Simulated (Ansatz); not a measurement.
Two isomers of C2H5FGeO: A = `O/C(F)=[CH]\[GeH3]`, B = `[CH3][GeH]([F])[CH]=O`.

Gas-phase electronic energies from Ansatz, PBE0-D4/def2-TZVP geometries. CCSD(T)/CBS adds triple-zeta CCSD(T) − MP2 to the extrapolated MP2 energy (def2 sets, frozen cores). DFT in def2-TZVPP. For Ge outer-core shells are correlated without core-valence functions, which leaves a few kJ/mol of doubt a bond. Scalar relativity is left out up to krypton. Each species was taken in one conformer, which may not be the lowest.

Task: Which isomer does CCSD(T)/CBS put lower? Give the gap. (Best estimate.)

Result: The calculation gave: B, by 33.5 kcal/mol.

Task: Give E(B) − E(A) in kcal/mol with PBE-D4, r2SCAN-D4, CCSD(T)/def2-TZVPP, HF/def2-TZVPP, MP2/def2-TZVPP, CCSD/def2-TZVPP, PBE0-D4. (An estimate is asked.)

Result: Computed: PBE-D4 -30.5, r2SCAN-D4 -30.7, CCSD(T)/def2-TZVPP -33.6, HF/def2-TZVPP -34.4, MP2/def2-TZVPP -34.8, CCSD/def2-TZVPP -33.8, PBE0-D4 -29.7. None reverses the order clearly.

Largest T1 diagnostic: 0.013.

From PBE to PBE0 (25 % exact exchange), in def2-TZVPP and without D4, E(B) − E(A) moves by +0.9 kcal/mol.
